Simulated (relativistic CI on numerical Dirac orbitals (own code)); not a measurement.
# Slater and spin-orbit integrals, Pm XXXV

Computed by Dirac-Coulomb-Breit CI, KLI orbitals optimised for each configuration, QED by a radiative potential, unscaled Slater integrals (own radial code, finite nucleus).

Slater integrals F^k, G^k are unscaled and averaged over j, outside the closed core [Ne]; ζ comes from projecting the Hamiltonian with its Breit term on Σ l·s of the shell.

- 3s²3p⁶3d⁹: ζ(3d) = 81938 cm⁻¹; <r>(3d) = 0.2263, <r^2>(3d) = 0.05974 (bohr units).
- 3s²3p⁵3d¹⁰: ζ(3p) = 639680 cm⁻¹; <r>(3p) = 0.2504, <r^2>(3p) = 0.07257 (bohr units).
- 3s²3p⁶3d⁸4s: F^2(3d,3d) = 451870, F^4(3d,3d) = 290950, ζ(3d) = 83501, G^2(3d,4s) = 45877 cm⁻¹; <r>(3d) = 0.2245, <r^2>(3d) = 0.05876, <r>(4s) = 0.5055, <r^2>(4s) = 0.2872 (bohr units).

Question: Give the Racah parameters of the d shell in 3s²3p⁶3d⁸4s.

Answer: B = F²/49 − 5F⁴/441 = 5923 cm⁻¹ and C = 35F⁴/441 = 23092 cm⁻¹.

Averages of the first 10 configurations, taken without configuration mixing, which lowers the lowest level and can move excited configurations by several eV; other configurations of the list can lie among them:

```json
{"Configuration": "3s²3p⁶3d⁹", "Parity": "even", "States": "10", "Average energy above the lowest level (eV)": "10.3"}
{"Configuration": "3s²3p⁵3d¹⁰", "Parity": "odd", "States": "6", "Average energy above the lowest level (eV)": "357.8"}
{"Configuration": "3s3p⁶3d¹⁰", "Parity": "even", "States": "2", "Average energy above the lowest level (eV)": "611.2"}
{"Configuration": "3s²3p⁶3d⁸4s", "Parity": "even", "States": "90", "Average energy above the lowest level (eV)": "947.8"}
{"Configuration": "3s²3p⁶3d⁸4p", "Parity": "odd", "States": "270", "Average energy above the lowest level (eV)": "1040.8"}
{"Configuration": "3s²3p⁶3d⁸4d", "Parity": "even", "States": "450", "Average energy above the lowest level (eV)": "1164.7"}
{"Configuration": "3s²3p⁴3d¹⁰4s", "Parity": "even", "States": "30", "Average energy above the lowest level (eV)": "1635.1"}
{"Configuration": "3s²3p⁴3d¹⁰4p", "Parity": "odd", "States": "90", "Average energy above the lowest level (eV)": "1728.6"}
{"Configuration": "3s²3p⁵3d⁹4s", "Parity": "odd", "States": "120", "Average energy above the lowest level (eV)": "1288.3"}
{"Configuration": "3s²3p⁶3d⁸4f", "Parity": "odd", "States": "630", "Average energy above the lowest level (eV)": "1280.2"}
```
